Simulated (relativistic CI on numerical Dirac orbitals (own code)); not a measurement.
# Ti2+: L-alpha,beta X-ray emission

Computed with this model: Dirac-Coulomb-Breit CI, separate exchange-only KLI orbitals for each configuration, model QED, valence Slater integrals scaled by 0.8, multiplet model of X-ray emission after core ionisation; configurations [Ar] 3d2 → [He] 2s2 2p5 3s2 3p6 3d2 → [Ar] 3d; 300 K; Lorentzian 0.84 eV and Gaussian 0.5 eV FWHM. Energies are those of the free ion, without screening or charge transfer. S is read from ⟨S²⟩ = S(S + 1).

Field parameters in Wybourne normalisation: D3d B²₀ = −7Dσ, B⁴₀ = −14Dq − 21Dτ, B⁴₃ = −14√(10/7) Dq; Oh B⁴₀ = 21Dq, B⁴₄ = √(5/14) B⁴₀; Td as Oh with Dq negative (B⁴₀ = 21Dq, B⁴₄ = √(5/14) B⁴₀). The field is a parameter set, without covalency.

Computed curve for Td, 10Dq = -6250 cm⁻¹, scaled to 100 at the maximum (points under 2 are left out and the grid is thinned):

Energy (eV), Intensity and a bar:
```
    455.2        2.1 
    455.6        2.9 
    455.9        4.0 #
    456.3        6.3 #
    456.6        9.6 ##
    457.0       16.4 #####
    457.3       20.8 ######
    457.7       19.0 #####
    458.0       14.6 ####
    458.4       11.7 ###
    458.7       12.0 ###
    459.1       13.9 ####
    459.4       17.1 #####
    459.8       26.4 ########
    460.2       38.3 ###########
    460.5       43.0 #############
    460.9       45.7 ##############
    461.2       42.0 #############
    461.6       33.8 ##########
    461.9       35.7 ###########
    462.3       51.9 ################
    462.6       70.7 ######################
    463.0       96.9 ##############################
    463.3       97.2 ##############################
    463.7       66.6 ####################
    464.0       45.5 ##############
    464.4       32.1 #########
    464.8       26.6 ########
    465.1       27.4 ########
    465.5       30.6 #########
    465.8       31.9 #########
    466.2       33.9 ##########
    466.5       28.2 ########
    466.9       15.5 ####
    467.2        9.6 ##
    467.6        5.7 #
    467.9        4.2 #
    468.3        3.1 
    468.6        2.6 
    469.0        2.1
```

The ground state has S = 1.00, and the centroid lies at 462.49 eV.
